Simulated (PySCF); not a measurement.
A structure optimised at PBE0-D3(BJ)/def2-SVPD, used in a PySCF frequency run:

```xyz
5

O     -0.2799     1.3841     0.1904
S     -0.2254    -0.0245    -0.3669
O     -0.9489    -1.0020     0.5148
O      1.4693    -0.3744    -0.0445
H      1.6814     0.3300     0.5844
```
Charge -1, spin multiplicity 1.

**Question.** Write its SMILES and formula.

**Answer.** [O-][S+]([O-])O, HO3S

**Question.** What are its rotational constants (standard atomic weights)?

**Answer.** 8.7902, 7.8724, 4.8235 GHz
